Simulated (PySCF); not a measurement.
Species: C5H9B.
Atom-mapped SMILES: `[BH2:1][CH2:2][C:3](=[CH2:4])[CH:5]=[CH2:6]` (hydrogens: H7, H8 on B1; H9, H10 on C2; H11, H12 on C4; H13 on C5; H14, H15 on C6)

Torsions of this conformer, `[BH2:1][CH2:2][C:3](=[CH2:4])[CH:5]=[CH2:6]`: B1–C2–C3–C4 114°, C2–C3–C5–C6 1°.

The closed-shell ground state was solved at several levels (PySCF, density fitting, gas phase, non-relativistic). Geometry: PBE0-D3(BJ)/def2-SVP, one conformer, isolated molecule.

| level | basis functions | total energy (Eh) | HOMO (eV) | LUMO (eV) | gap (eV) | dipole (D) |
| --- | --- | --- | --- | --- | --- | --- |
| PBE0/pcJ-1 | 252 | -220.4553 | -6.77 | -1.29 | 5.48 | 0.54 |
| KT2/pcJ-1 | 252 | -224.7796 | -5.78 | -2.35 | 3.43 | 0.60 |
| PBE/pcJ-1 | 252 | -220.4235 | -5.80 | -2.33 | 3.47 | 0.63 |
| B97-2/pcJ-1 | 252 | -220.6632 | -6.52 | -1.25 | 5.27 | 0.53 |
| HF/pcJ-1 | 252 | -219.2014 | -8.78 | 2.47 | 11.25 | 0.38 |

Question: What might LDA/pcJ-1 (252 basis functions) give for the same quantities?

Answer: Total energy -218.6074 Eh, HOMO -6.00 eV, LUMO -2.65 eV, gap 3.35 eV, dipole 0.65 D.

Question: Over all these levels, which gives the widest orbital gap and which the narrowest?

Answer: HF/pcJ-1 (Hartree–Fock, all exact exchange) has the widest, 11.25 eV, and LDA/pcJ-1 (LDA) the narrowest, 3.35 eV. From the narrowest to the widest the HOMO moves by -2.78 eV and the LUMO by +5.12 eV.

Question: In the pcJ-1 basis, how does the gap go with the fixed share of exact exchange?

Answer: LDA (0 %) 3.35 eV; KT2 (0 %) 3.43 eV; PBE (0 %) 3.47 eV; B97-2 (21 %) 5.27 eV; PBE0 (25 %) 5.48 eV; HF (100 %) 11.25 eV. Each rise in the share widens the gap here.

Question: How far do the dipole and the HOMO energy spread over the levels?

Answer: The dipole runs from 0.38 to 0.65 D (mean 0.56 D) and the HOMO from -8.78 to -5.78 eV.
